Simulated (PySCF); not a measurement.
BrCdHSe, SMILES [Br][Cd][SeH].

Coordinates come from a r2SCAN-D4/def2-SVP optimisation. The structure was generated by enumeration; whether it is a known compound was not checked. The def2 effective core potentials stand for the cores of Cd; spin–orbit coupling is left out. Other conformers were not sampled.

Method: PBE/def2-TZVPD (PySCF).

Isolated molecule, no solvent.

total energy: -5143.42517 hartree
point group: Cs
highest occupied level: -6.18 eV
lowest empty level: -2.79 eV
orbital gap: 3.39 eV
dipole moment: 1.36 D
quadrupole, principal values (traceless, Buckingham form, about the centre of nuclear charge): -9.02, 1.17, 7.85 D·Å
mean static polarisability: 91.3 bohr³ (13.53 Å³)
polarisability, principal values: 67.0, 68.5, 138.4 bohr³
